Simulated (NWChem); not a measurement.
The numbers come from NWChem runs, not from measurements. System: CClF, charge 1, spin multiplicity 2, at the geometry of a parent with another charge or spin, in a state set for the comparison that need not be this species' ground state. Its SCF solution wasn't tested for a lower state. Level: UHF/def2-TZVPD.

Input file:

```
start mol
memory heap 200 mb stack 900 mb global 1100 mb
charge 1
geometry units angstroms nocenter noautoz
  F      0.252680    -1.473841     0.000000
  C     -0.685351    -0.585655     0.000000
  Cl     0.108117     0.986971     0.000000
  symmetry group Cs
end
basis spherical
  * library def2-tzvpd
end
scf
  uhf
  nopen 1
  maxiter 100
  thresh 1e-7
  semidirect memsize 60000000 filesize 0
  # guess.movecs holds the orbitals of an unrestricted PBE0 run
  vectors input guess.movecs output mol.movecs
end
task scf energy
```

NWChem printed:

```
             Northwest Computational Chemistry Package (NWChem) 7.3.0
             --------------------------------------------------------

                                NWChem Input Module
                                -------------------

 Scaling coordinates for geometry "geometry" by  1.889725989
 (inverse scale =  0.529177249)

 Turning off AUTOSYM since
 SYMMETRY directive was detected!

                             Geometry "geometry" -> ""
                             -------------------------

 Output coordinates in angstroms (scale by  1.889725989 to convert to a.u.)

  No.       Tag          Charge          X              Y              Z
 ---- ---------------- ---------- -------------- -------------- --------------
    1 F                    9.0000     0.25268000    -1.47384100     0.00000000
    2 C                    6.0000    -0.68535100    -0.58565500     0.00000000
    3 Cl                  17.0000     0.10811700     0.98697100     0.00000000

 Effective nuclear repulsion energy (a.u.)      85.6080966100

            Nuclear Dipole moment (a.u.)
            ----------------------------
        X                 Y               Z
 ---------------- ---------------- ----------------
     0.0000056692     0.0000151178     0.0000000000

      Symmetry information
      --------------------

 Group name             Cs
 Group number              2
 Group order               2
 No. of unique centers     3

      Symmetry unique atoms

     1    2    3


 Summary of "ao basis" -> "" (spherical)
 ------------------------------------------------------------------------------
       Tag                 Description            Shells   Functions and Types
 ---------------- ------------------------------  ------  ---------------------
 *                         def2-tzvpd                 on all atoms

 Summary of "ao basis" -> "ao basis" (spherical)
 ------------------------------------------------------------------------------
       Tag                 Description            Shells   Functions and Types
 ---------------- ------------------------------  ------  ---------------------
 F                         def2-tzvpd               14       40   6s4p3d1f
 C                         def2-tzvpd               13       37   6s3p3d1f
 Cl                        def2-tzvpd               16       46   6s6p3d1f

                                 NWChem SCF Module
                                 -----------------

  ao basis        = "ao basis"
  functions       =   123
  atoms           =     3
  alpha electrons =    16
  beta  electrons =    15
  charge          =   1.00
  wavefunction    = UHF
  use symmetry    = T
  symmetry adapt  = T

 Summary of "ao basis" -> "ao basis" (spherical)
 ------------------------------------------------------------------------------
       Tag                 Description            Shells   Functions and Types
 ---------------- ------------------------------  ------  ---------------------
 F                         def2-tzvpd               14       40   6s4p3d1f
 C                         def2-tzvpd               13       37   6s3p3d1f
 Cl                        def2-tzvpd               16       46   6s6p3d1f

      Symmetry analysis of basis
      --------------------------

        a'         83
        a"         40

 Forming initial guess at       0.1s

   Symmetry analysis of molecular orbitals - initial alpha
   -------------------------------------------------------

  Numbering of irreducible representations:
[...]
    48      0.223962  2 C  py                82     -0.215804  3 Cl s
    11     -0.208194  1 F  py                51      0.200403  2 C  py
    43      0.173033  2 C  s                 80      0.170375  3 Cl s

 Vector   14  Occ=1.000000D+00  E=-7.875509D-01  Symmetry=a"
              MO Center=  4.5D-02,  7.8D-01,  3.2D-15, r^2= 1.3D+00
   Bfn.  Coefficient  Atom+Function         Bfn.  Coefficient  Atom+Function
  ----- ------------  ---------------      ----- ------------  ---------------
    95      0.552454  3 Cl pz                98      0.294814  3 Cl pz
    92      0.251933  3 Cl pz                86     -0.197156  3 Cl pz

 Vector   15  Occ=1.000000D+00  E=-7.746934D-01  Symmetry=a'
              MO Center=  5.6D-02,  8.3D-01,  7.1D-16, r^2= 1.3D+00
   Bfn.  Coefficient  Atom+Function         Bfn.  Coefficient  Atom+Function
  ----- ------------  ---------------      ----- ------------  ---------------
    93      0.440999  3 Cl px                94     -0.358954  3 Cl py
    96      0.237005  3 Cl px                90      0.202549  3 Cl px
    97     -0.194957  3 Cl py                91     -0.164222  3 Cl py
    84     -0.158111  3 Cl px

 Vector   16  Occ=0.000000D+00  E=-3.192869D-01  Symmetry=a'
              MO Center= -7.0D-01, -2.6D-01, -2.7D-14, r^2= 2.2D+00
   Bfn.  Coefficient  Atom+Function         Bfn.  Coefficient  Atom+Function
  ----- ------------  ---------------      ----- ------------  ---------------
    44      0.363315  2 C  s                 45      0.317421  2 C  s
    93      0.255804  3 Cl px                47     -0.240920  2 C  px
    50     -0.222958  2 C  px                96      0.220663  3 Cl px
    46      0.189867  2 C  s                 94      0.183790  3 Cl py
    43      0.180941  2 C  s

 Vector   17  Occ=0.000000D+00  E=-2.381971D-01  Symmetry=a"
              MO Center= -5.5D-01, -3.8D-01,  5.7D-15, r^2= 1.8D+00
   Bfn.  Coefficient  Atom+Function         Bfn.  Coefficient  Atom+Function
  ----- ------------  ---------------      ----- ------------  ---------------
    52      0.433172  2 C  pz                49      0.395998  2 C  pz
    55      0.363555  2 C  pz                98     -0.208412  3 Cl pz
    95     -0.196587  3 Cl pz                 9     -0.171836  1 F  pz
    15     -0.164538  1 F  pz                12     -0.153619  1 F  pz

 Vector   18  Occ=0.000000D+00  E=-1.063117D-01  Symmetry=a'
              MO Center= -6.2D-01,  2.0D-02, -8.3D-13, r^2= 6.8D+00
   Bfn.  Coefficient  Atom+Function         Bfn.  Coefficient  Atom+Function
  ----- ------------  ---------------      ----- ------------  ---------------
    46      1.624514  2 C  s                  6     -1.022771  1 F  s
    54     -0.364143  2 C  py                97     -0.277929  3 Cl py
    53      0.274520  2 C  px                45     -0.268346  2 C  s
    51     -0.242015  2 C  py               100     -0.234176  3 Cl py
    99     -0.199743  3 Cl px                44     -0.196499  2 C  s

 center of mass
 --------------
 x =   0.01022766 y =  -0.01475978 z =   0.00000000

 moments of inertia (a.u.)
 ------------------
         283.699304384229          -5.269500592736           0.000000000000
          -5.269500592736          25.912695283229           0.000000000000
           0.000000000000           0.000000000000         309.611999667458

  Mulliken analysis of the total density
  --------------------------------------

    Atom       Charge   Shell Charges
 -----------   ------   -------------------------------------------------------
    1 F    9     9.01   0.77  1.20  0.61  1.03  0.31  0.00  2.21  2.22  0.64  0.01  0.00  0.02 -0.01  0.00
    2 C    6     5.19   0.86  1.12  0.61  0.76 -0.02 -0.01  0.85  0.89 -0.01  0.03  0.14 -0.05  0.02
    3 Cl  17    16.80   2.01  0.45  1.51  1.15  0.87  0.03  4.18  1.69  1.04  2.69  1.10  0.00  0.02  0.04  0.01  0.01

  Mulliken analysis of the alpha density
  --------------------------------------

    Atom       Charge   Shell Charges
 -----------   ------   -------------------------------------------------------
    1 F    9     4.53   0.39  0.60  0.31  0.51  0.15  0.00  1.12  1.12  0.31  0.00  0.00  0.01 -0.00  0.00
    2 C    6     2.96   0.43  0.56  0.36  0.42 -0.01 -0.00  0.56  0.57  0.00  0.02  0.07 -0.02  0.01
    3 Cl  17     8.51   1.01  0.22  0.76  0.57  0.43  0.01  2.09  0.84  0.54  1.42  0.56  0.00  0.01  0.02  0.00  0.00

   Mulliken analysis of the beta density
   -------------------------------------

    Atom       Charge   Shell Charges
 -----------   ------   -------------------------------------------------------
    1 F    9     4.48   0.39  0.60  0.30  0.51  0.15  0.00  1.08  1.10  0.33  0.00  0.00  0.01 -0.00  0.00
    2 C    6     2.23   0.43  0.56  0.24  0.34 -0.02 -0.01  0.29  0.32 -0.01  0.02  0.07 -0.02  0.01
    3 Cl  17     8.29   1.01  0.22  0.76  0.58  0.43  0.01  2.08  0.85  0.49  1.28  0.54  0.00  0.01  0.02  0.00  0.00

   Mulliken analysis of the spin density
   -------------------------------------

    Atom       Charge   Shell Charges
 -----------   ------   -------------------------------------------------------
    1 F    9     0.05   0.00 -0.00  0.00  0.00 -0.00  0.00  0.04  0.02 -0.02 -0.00  0.00  0.00 -0.00  0.00
    2 C    6     0.73   0.00 -0.01  0.12  0.08  0.01  0.00  0.26  0.25  0.01 -0.00  0.00 -0.00  0.00
    3 Cl  17     0.22   0.00 -0.00 -0.00 -0.00  0.00 -0.00  0.01 -0.01  0.05  0.14  0.02 -0.00  0.00 -0.00 -0.00  0.00

       Multipole analysis of the density wrt the origin
       ------------------------------------------------

     L   x y z        total         alpha         beta         nuclear
     -   - - -        -----         -----         ----         -------
     0   0 0 0      1.000000    -16.000000    -15.000000     32.000000

     1   1 0 0     -0.669615      0.415333     -1.084954      0.000006
     1   0 1 0     -0.168083      0.322298     -0.490396      0.000015
     1   0 0 1     -0.000000     -0.000000     -0.000000      0.000000

     2   2 0 0    -13.432211    -15.327079    -10.930890     12.825758
     2   1 1 0      2.161559     -1.740339      0.792836      3.109061
     2   1 0 1      0.000000      0.000000      0.000000      0.000000
     2   0 2 0    -10.970034    -75.285933    -71.983469    136.299369
     2   0 1 1      0.000000     -0.000000      0.000000      0.000000
     2   0 0 2    -14.589834     -7.553151     -7.036683      0.000000

 Task  times  cpu:       11.5s     wall:       11.5s

 Total times  cpu:       11.5s     wall:       11.5s
```
